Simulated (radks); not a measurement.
All-electron atom: F VIII in [He].

Method: scalar-relativistic Kohn-Sham, exchange-only LDA, spin-unpolarised, spherical densities, finite nucleus; Fermi nuclear charge, rms radius 2.8976 fm; computed with a radial shooting solver on a logarithmic mesh with Libxc functionals.

Energy parts (eV):
total: -2035.471
kinetic: 2039.637
electron-nucleus: -4242.046
Hartree: 292.526
exchange: -125.588

Orbitals (lengths in bohr, moments of r in powers of bohr; r(max) is where P^2 peaks; r(90%) holds 90 % of the orbital's charge):
1s: occ. 2; eigenvalue (eV) -892.4040; <r> 0.1750; <r^4> 0.004342; r(90%) 0.312; r(max) 0.1144

The highest occupied level is 1s at -892.40 eV. The density falls to 0.001 e/bohr^3 at r = 0.76 bohr. Summed over all electrons, <r^2> = 0.08232 bohr^2, which gives a Langevin (diamagnetic) susceptibility term of -0.0652 x 10^-6 cm^3/mol.
